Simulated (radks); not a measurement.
Kinetic energies: the exact non-interacting value of the Kohn-Sham orbitals and orbital-free approximations, in hartree. Species: Li2+ 1s1; Fe19+ [He] 2s2 2p3. All-electron calculation, non-relativistic Kohn-Sham, LDA (Slater exchange, Perdew-Wang correlation), spin-polarised, spherical densities, point nucleus. Program: a radial shooting solver on a logarithmic mesh with Libxc functionals. Every spin shell is full or empty, so the densities are truly spherical. Functionals are evaluated on that one density, not self-consistently.

\begin{tabular}{lrr}
functional & Li2+ & Fe19+ \\ \hline
exact & 4.38013 & 987.522 \\
Thomas-Fermi & 4.0091 & 907.82 \\
TF + vW & 8.3892 & 1589.9 \\
TF + vW/9 & 4.4958 & 983.61 \\
TF + vW/5 & 4.8851 & 1044.2 \\
LC94 & 4.4742 & 987.60 \\
APBEK & 4.4676 & 988.14 \\
revAPBEK & 4.5066 & 993.02 \\
Thakkar & 4.4830 & 986.26 \\
Pearson & 4.2741 & 962.35 \\
LKT & 7.1150 & 1354.2 \\
PG1 & 6.7933 & 1294.7 \\
DePristo-Kress & 4.5024 & 983.04 \\
\end{tabular}
